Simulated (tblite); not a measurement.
Compound: C4H6BrN.
Numbering: `[CH3:1]/[N:2]=[CH:3]/[CH:4]=[CH:5]/[Br:6]` (hydrogens: H7, H8, H9 on C1; H10 on C3; H11 on C4; H12 on C5)

Computed with GFN2-xTB (tblite), gas phase: L-BFGS steps from a force-field or distance-geometry start until the largest atomic force falls under 0.01 eV/Å.

Step 8: E = -505.3855 eV
```
atom  x, y, z in Å  |  force x, y, z in eV/Å
C1      2.1560    0.1874    0.1572    0.028  -0.071   0.013
N2      0.7399    0.2533    0.2592   -0.037   0.106   0.048
C3     -0.0351   -0.6597   -0.1391    0.128   0.077  -0.036
C4     -1.4678   -0.4865   -0.0224   -0.064   0.067   0.037
C5     -1.9816    0.6326    0.4814   -0.055   0.014   0.042
Br6    -3.8233    0.9255    0.6545   -0.080   0.005  -0.006
H7      2.5291   -0.5311   -0.5903   -0.060   0.074   0.107
H8      2.5496   -0.0881    1.1413    0.029   0.032  -0.080
H9      2.5056    1.1998   -0.0673    0.041  -0.175  -0.041
H10     0.3029   -1.5993   -0.5951    0.068  -0.006  -0.058
H11    -2.1059   -1.2806   -0.3742   -0.014  -0.100  -0.015
H12    -1.3681    1.4460    0.8335    0.017  -0.024  -0.011
```

Step 9: E = -505.3883 eV
```
atom  x, y, z in Å  |  force x, y, z in eV/Å
C1      2.1567    0.1862    0.1581   -0.006  -0.059   0.005
N2      0.7412    0.2564    0.2600   -0.077   0.089   0.068
C3     -0.0343   -0.6562   -0.1377    0.080   0.056  -0.064
C4     -1.4700   -0.4857   -0.0206    0.004   0.026   0.010
C5     -1.9855    0.6337    0.4832   -0.010  -0.036   0.014
Br6    -3.8263    0.9296    0.6559   -0.084  -0.001  -0.007
H7      2.5241   -0.5332   -0.5882   -0.028   0.026   0.072
H8      2.5489   -0.0887    1.1418    0.045   0.030  -0.057
H9      2.5078    1.1954   -0.0713    0.062  -0.130  -0.034
H10     0.3052   -1.5958   -0.5992    0.040   0.053  -0.017
H11    -2.0962   -1.2905   -0.3777   -0.019   0.009   0.036
H12    -1.3703    1.4481    0.8345   -0.007  -0.064  -0.026
```

**Question.** Estimate the geometry and energy of step 10. (The exact step hangs on the optimiser's Hessian estimate; all steps are aligned on step 9, rigid shifts and turns removed.)

**Answer.** E = -505.3902 eV, largest force 0.109 eV/Å
```
atom  x, y, z in Å  |  force x, y, z in eV/Å
C1      2.1566    0.1848    0.1589   -0.040  -0.024   0.008
N2      0.7410    0.2601    0.2617   -0.068   0.051   0.060
C3     -0.0329   -0.6529   -0.1380    0.004   0.046  -0.059
C4     -1.4711   -0.4851   -0.0196    0.046  -0.010  -0.015
C5     -1.9884    0.6338    0.4847    0.006  -0.063  -0.005
Br6    -3.8297    0.9320    0.6567   -0.063  -0.010  -0.007
H7      2.5205   -0.5342   -0.5857   -0.011  -0.037   0.023
H8      2.5494   -0.0886    1.1410    0.056   0.018  -0.012
H9      2.5104    1.1901   -0.0744    0.080  -0.066  -0.035
H10     0.3076   -1.5927   -0.6021    0.027   0.098   0.007
H11    -2.0907   -1.2963   -0.3791   -0.016   0.072   0.064
H12    -1.3717    1.4483    0.8346   -0.021  -0.075  -0.029
```

The energy changes by -0.0019 eV. The first-order estimate −F·Δx gives -0.0026 eV and the mean of the old and new forces, exact on a quadratic surface, -0.0019 eV. The step makes an angle of 55° with the force vector and moves no atom by more than 0.008 Å.

What follows is the cost of the whole relaxation. The run took 0.58 s on Intel Xeon, one thread, shared host.
